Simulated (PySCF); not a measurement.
**EPR parameters of C4H9FNSi2**

Compound: C4H9FNSi2 (doublet state).
Cartesian coordinates in Å at the GFN2-xTB level; atoms count from 1:
```
atom  x, y, z in Å
C1     2.2560    2.1998    0.8197
C2     2.0614    1.0358    1.0806
Si3    1.5780   -0.6564    1.5832
C4     0.9805   -1.6975    0.1118
Si5   -0.7713   -1.2517   -0.4329
F6    -1.8079   -1.8236    0.6715
N7    -0.9357    0.4462   -0.3523
C8    -2.1870    1.1396   -0.5415
H9     2.4633    3.2018    0.5745
H10    2.6100   -1.2976    2.3997
H11    0.9934   -2.7503    0.3878
H12    1.6742   -1.5878   -0.7209
H13   -1.2209   -1.9225   -1.6529
H14   -0.1392    1.0238   -0.5712
H15   -2.3808    1.3762   -1.5937
H16   -2.9931    0.5070   -0.1783
H17   -2.1877    2.0692    0.0299
```

The hyperfine couplings belong to this conformer and change with its torsions.

Identity: `C(#C)[SiH]C[Si@@H](F)NC` [radical].

Method used: UKS B3LYP, pcH-1 on C F H N Si, non-relativistic, mean-field spin-orbit, GIAO (PySCF). Geometry: GFN2-xTB, one conformer, isolated molecule. The geometry wasn't refined by DFT: couplings that depend on bond lengths, twists or pyramidal angles can differ widely from those at the functional's own minimum, by a factor of two or more for some ions and for spin on atoms past the first row. Stability of the SCF solution: not tested.

```
g1, g2, g3   : 2.00215, 2.00295, 2.00427
g_iso        : 2.00312
Form of g    : rhombic: the two nearest values differ by 38 % of g3 − g1
⟨S²⟩         : 0.7545 (exact 0.7500)
Total energy : -891.46656 Eh
```

Isotropic coupling and dipolar principal values T1 to T3, in MHz:

```csv
atom,isotope,a_iso,of which spin–orbit,T1,T2,T3,Mulliken spin population
C1,13C,15.8,-0.1,-14.5,-11.9,26.4,0.19
C2,13C,5.9,0.0,-9.6,-0.3,9.9,-0.11
Si3,29Si,-510.8,1.1,-166.9,82.8,84.1,0.90
C4,13C,22.9,0.0,-3.8,-3.4,7.2,0.00
Si5,29Si,-13.6,0.0,-1.9,0.8,1.2,0.00
F6,19F,-0.4,0.0,-3.6,-1.1,4.7,0.00
N7,14N,0.5,0.0,-0.5,-0.3,0.8,0.00
C8,13C,-0.3,0.0,-0.2,-0.2,0.4,0.00
H9,1H,-13.6,0.0,-7.1,-0.8,7.9,-0.01
H10,1H,50.8,0.0,-9.3,1.0,8.4,0.01
H11,1H,-2.2,0.0,-3.5,-1.8,5.3,0.00
H12,1H,51.8,0.0,-3.7,0.0,3.6,0.02
H13,1H,-1.5,0.0,-0.8,-0.7,1.6,0.00
H14,1H,-0.4,0.0,-2.0,-0.8,2.8,0.00
H15,1H,0.9,0.0,-0.5,-0.5,1.0,0.00
H16,1H,0.0,0.0,-0.7,-0.6,1.3,0.00
H17,1H,0.7,0.0,-0.7,-0.6,1.4,0.00
```

The largest Mulliken spin populations are on Si3 (+0.90), C1 (+0.19) and C2 (-0.11). The angles at Si3 add up to 338.4°, so it is pyramidal.

Axes: g3 points within 11° of the C1–C2 bond.

Under fast tumbling the dipolar parts average out, and these isotropic splittings remain: 1 × 1H (H12, I = 1/2, 2 lines) with 1.85 mT, 1 × 1H (H10, I = 1/2, 2 lines) with 1.81 mT, 1 × 1H (H9, I = 1/2, 2 lines) with 0.49 mT, 1 × 1H (H11, I = 1/2, 2 lines) with 0.08 mT and 1 × 1H (H13, I = 1/2, 2 lines) with 0.05 mT.

The 13C coupling of C4 (22.9 MHz) shows only in satellite lines or after enrichment, since that isotope makes up about 1.07 % of natural carbon.

The 29Si coupling of Si3 (-510.8 MHz) shows only in satellite lines or after enrichment, since that isotope makes up about 4.7 % of natural silicon.

Time: 2.1 min of wall time (with the writing of density and orbital grids); peak memory 1.1 GiB. Hardware: an Arm Neoverse V2 with one thread, shared host with 96 logical CPUs at a one-minute load of 42.
